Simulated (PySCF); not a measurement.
C6H13F.
Geometry (PBE0-D3(BJ)/def2-SVP, Å), atoms numbered from 1 in this order:
```xyz
20
C6H13F angstrom
C     -1.4742    0.6685   -1.1841
C     -1.0556   -0.3768   -0.1554
C     -2.1348   -0.5569    0.9063
C      0.2865   -0.0472    0.4994
C      1.4769   -0.0077   -0.4479
C      2.7936    0.1787    0.2680
F      3.0064   -0.8440    1.1650
H     -0.7637    0.7374   -2.0219
H     -1.5433    1.6674   -0.7203
H     -2.4615    0.4329   -1.6104
H     -0.9358   -1.3424   -0.6829
H     -2.2948    0.3802    1.4656
H     -1.8554   -1.3344    1.6342
H     -3.0985   -0.8440    0.4575
H      0.2018    0.9233    1.0246
H      0.4988   -0.7965    1.2796
H      1.3757    0.8115   -1.1801
H      1.5203   -0.9440   -1.0321
H      3.6349    0.1904   -0.4461
H      2.8035    1.1307    0.8289
```

Method: PySCF 2.14.0, density-fitted response routines, TDDFT CAM-B3LYP/def2-SVPD, vertical, gas phase, core orbitals frozen in the response.

```
state  E (eV)  E (hartree)       f  main configurations (H = HOMO, L = LUMO)
   S1    8.86       0.3254   0.034                                 H→L (81%)
   S2    8.94       0.3285   0.011   H-1→L (66%), H→L+1 (11%), H-3→L+1 (10%)
   S3    9.02       0.3315   0.022                               H-2→L (82%)
   S4    9.11       0.3346   0.011                H-3→L (44%), H-1→L+1 (29%)
   S5    9.26       0.3401  0.0060                               H→L+1 (54%)
   S6    9.44       0.3468   0.037                               H→L+2 (70%)
```

The lowest singlet lies at 8.86 eV (140 nm, vacuum ultraviolet) and is of moderate strength; its leading configuration is HOMO→LUMO (81%). The strongest level in the table is S6 at 9.44 eV (131 nm, f = 0.037). It is the last of those listed, so stronger ones may follow. Löwdin shares by element: HOMO carbon 57% or more (atoms not listed hold the other 43%); LUMO carbon 40% or more (atoms not listed hold the other 60%). The oscillator strengths of these states sum to 0.122; summed over the whole spectrum of an exact calculation they would give the number of electrons, 58 (Thomas–Reiche–Kuhn). The listed states span 0.58 eV, and the widest gap between neighbours is 0.18 eV (S5 to S6). Weighted by f, the mean energy of these states is 9.11 eV. No computed singlet lies in the visible range (380 to 750 nm); the lowest, at 140 nm, stands 5.59 eV above its violet end (3.26 eV). The window holds the lowest 6 singlets.

The run took 71 s wall (with the writing of density and orbital grids) on an Intel Xeon Platinum 8488C with one thread, on a shared host, and the process peaked at 1.2 GiB of memory.

One conformer stands for the species.

Without π bonds the low states are Rydberg-like; a valence basis with one diffuse set may place them up to an eV too high.
